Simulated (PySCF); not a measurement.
# Dipole polarisabilities along the 5d series

Calculated with PySCF 2.14 for the ground configurations, without spin-orbit coupling: coupled response for Hartree-Fock and DFT. Mean α in bohr³, C₆ of like pairs in atomic units.

| species | α UHF | α PBE | α PBE0 | α recommended (Schwerdtfeger and Nagle) | C₆ UHF | C₆ PBE | C₆ PBE0 |
| --- | --- | --- | --- | --- | --- | --- | --- |
| Hf [Xe] 4f14 5d2 6s2 (aug-cc-pwCVTZ-PP with ECP60MDF, ECP) | 122.0 | 101.4 | 103.5 | 103 ± 6 | 1739 | 1350 | 1397 |
| Ta [Xe] 4f14 5d3 6s2 (aug-cc-pwCVTZ-PP with ECP60MDF, ECP) | 109.8 | 84.16 | 86.85 | 74 ± 20 | 1459 | 1082 | 1126 |
| W [Xe] 4f14 5d4 6s2 (aug-cc-pwCVTZ-PP with ECP60MDF, ECP) | 101.7 | 72.10 | 75.02 | 68 ± 15 | 1255 | 882.0 | 923.2 |
| Re [Xe] 4f14 5d5 6s2 (aug-cc-pwCVTZ-PP with ECP60MDF, ECP) | 96.12 | 65.71 | 68.69 | 62 ± 3 | 1125 | 767.6 | 805.0 |
| Os [Xe] 4f14 5d6 6s2 (aug-cc-pwCVTZ-PP with ECP60MDF, ECP) | 77.04 | 55.35 | 58.16 | 57 ± 3 | 876.8 | 623.7 | 659.0 |
| Ir [Xe] 4f14 5d7 6s2 (aug-cc-pwCVTZ-PP with ECP60MDF, ECP) | 64.32 | n/a | 50.32 | 54 ± 7 | 711.3 | n/a | 549.9 |
| Pt [Xe] 4f14 5d9 6s1 (aug-cc-pwCVTZ-PP with ECP60MDF, ECP) | 53.49 | 38.79 | 40.07 | 48 ± 4 | 493.3 | 372.0 | 379.4 |
| Au [Xe] 4f14 5d10 6s1 (aug-cc-pwCVTZ-PP with ECP60MDF, ECP) | 49.92 | 35.22 | 36.61 | 36 ± 3 | 438.3 | 322.2 | 330.9 |
| Hg [Xe] 4f14 5d10 6s2 (aug-cc-pwCVTZ-PP with ECP60MDF, ECP) | 44.94 | 35.12 | 36.53 | 33.91 ± 0.34 | 444.3 | 341.0 | 354.9 |

Hartree-Fock lacks correlation. All values carry a basis error, and heavy open shells lack spin-orbit coupling.
